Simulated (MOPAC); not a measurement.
MOPAC input (MNDO):

```
MNDO 1SCF UHF MS=0.5 GEO-OK AUX(PRECISION=9) THREADS=1
C2H4BO2

C    -2.01214200 1    0.22427500 1    0.56269000 1
C    -0.98846100 1   -0.54137900 1    0.29112200 1
B     0.42790600 1   -0.02811400 1   -0.12010500 1
O     0.65264200 1    1.31833200 1   -0.21389800 1
O     1.37717700 1   -0.98814200 1   -0.36629100 1
H    -3.04632300 1    0.11761100 1    0.85690400 1
H    -1.11768700 1   -1.62876900 1    0.35212100 1
H     1.54149200 1    1.58041100 1   -0.47061200 1
H     2.24806300 1   -0.66757700 1   -0.61925500 1
```

From the output:

```
                                                       MOPAC v23.2.5 Linux

          FINAL HEAT OF FORMATION =        -97.59255 KCAL/MOL =    -408.32725 KJ/MOL

          COSMO AREA              =        110.55 SQUARE ANGSTROMS
          COSMO VOLUME            =         94.22 CUBIC ANGSTROMS

          IONIZATION POTENTIAL    =          9.824386 EV
          ALPHA SOMO LUMO (EV)    =         -9.824  0.822
          BETA  SOMO LUMO (EV)    =        -10.186  1.074
          NO. OF ALPHA ELECTRONS  =         14
          NO. OF BETA  ELECTRONS  =         13
          MOLECULAR WEIGHT        =         70.8624         POINT GROUP:  Cs

          MOLECULAR DIMENSIONS (Angstroms)

            Atom       Atom       Distance
            H     9    H     6     5.55212
            H     8    H     7     3.57128
            B     3    H     9     0.00000

          SCF CALCULATIONS        =          1

   ATOM   CHEMICAL          X               Y               Z
  NUMBER   SYMBOL      (ANGSTROMS)     (ANGSTROMS)     (ANGSTROMS)

     1       C         -2.01214200  *   0.22427500  *   0.56269000  *
     2       C         -0.98846100  *  -0.54137900  *   0.29112200  *
     3       B          0.42790600  *  -0.02811400  *  -0.12010500  *
     4       O          0.65264200  *   1.31833200  *  -0.21389800  *
     5       O          1.37717700  *  -0.98814200  *  -0.36629100  *
     6       H         -3.04632300  *   0.11761100  *   0.85690400  *
     7       H         -1.11768700  *  -1.62876900  *   0.35212100  *
     8       H          1.54149200  *   1.58041100  *  -0.47061200  *
     9       H          2.24806300  *  -0.66757700  *  -0.61925500  *

                             CARTESIAN COORDINATES

   1    C       -2.012142000     0.224275000     0.562690000
   2    C       -0.988461000    -0.541379000     0.291122000
   3    B        0.427906000    -0.028114000    -0.120105000
   4    O        0.652642000     1.318332000    -0.213898000
   5    O        1.377177000    -0.988142000    -0.366291000
   6    H       -3.046323000     0.117611000     0.856904000
   7    H       -1.117687000    -1.628769000     0.352121000
   8    H        1.541492000     1.580411000    -0.470612000
   9    H        2.248063000    -0.667577000    -0.619255000

           Empirical Formula: C2 H4 O2 B  =     9 atoms

      MOLECULAR POINT GROUP   :   Cs

          ALPHA EIGENVALUES
 -42.44074 -40.44351 -35.23166 -23.21279 -20.30436 -19.63582 -16.01674 -15.10737
 -14.78221 -13.62914 -13.15269 -12.30043 -10.48833  -9.82439   0.82154   2.71130
   3.38518   4.23234   4.58391   5.22310   5.43664   6.46317   7.29527   8.75883

           BETA EIGENVALUES
 -42.45934 -40.46432 -34.66861 -22.58307 -20.26861 -19.24802 -15.99356 -14.85793
 -14.73543 -13.38086 -13.14953 -12.38423 -10.18591   1.07400   1.60416   2.75392
   3.19842   4.37704   5.06702   5.34920   5.44873   6.77370   7.31241   8.78456

              NET ATOMIC CHARGES AND DIPOLE CONTRIBUTIONS

  ATOM NO.   TYPE          CHARGE      No. of ELECS.   s-Pop       p-Pop
    1          C          -0.074990        4.0750     1.32558     2.74941
    2          C          -0.082816        4.0828     1.19781     2.88501
    3          B           0.115630        2.8844     1.09833     1.78604
    4          O          -0.245539        6.2455     1.77447     4.47107
    5          O          -0.254206        6.2542     1.77597     4.47823
    6          H           0.103310        0.8967     0.89669
    7          H           0.062454        0.9375     0.93755
    8          H           0.188557        0.8114     0.81144
    9          H           0.187601        0.8124     0.81240
 DIPOLE           X         Y         Z       TOTAL
 POINT-CHG.     0.479     0.170    -0.139     0.527
 HYBRID         1.015     0.097    -0.289     1.059
 SUM            1.494     0.267    -0.428     1.577

          ATOMIC ORBITAL ELECTRON POPULATIONS

     Atom    s        px        py        pz
    1  C   1.32558   0.90659   0.92997   0.91285
    2  C   1.19781   0.93798   0.91559   1.03144
    3  B   1.09833   0.71287   0.62943   0.44374
    4  O   1.77447   1.33688   1.36313   1.77106
    5  O   1.77597   1.19174   1.52000   1.76650
    6  H   0.89669
    7  H   0.93755
    8  H   0.81144
    9  H   0.81240

                    (SZ)    =    0.500000
                    (S**2)  =    0.926944

          ATOMIC ORBITAL SPIN POPULATIONS

    Atom   Total    s     px     py     pz
         Atomic
    1  C  1.4154  0.136  0.121  0.773  0.386
    2  C -0.5042 -0.027 -0.067 -0.052 -0.357
    3  B  0.0346  0.019  0.016  0.002 -0.003
    4  O -0.0084  0.000 -0.001  0.001 -0.009
    5  O -0.0083  0.000 -0.000  0.001 -0.009
    6  H -0.0250 -0.025
    7  H  0.0926  0.093
    8  H  0.0016  0.002
    9  H  0.0016  0.002

 **********************
 *                    *
 * JOB ENDED NORMALLY *
 *                    *
 **********************

 == MOPAC DONE ==
```

The geometry given is a B3LYP-D3(BJ)/def2-TZVP minimum.

The determinant is spin-contaminated: <S^2> is 0.93 against 0.75 for a pure state.
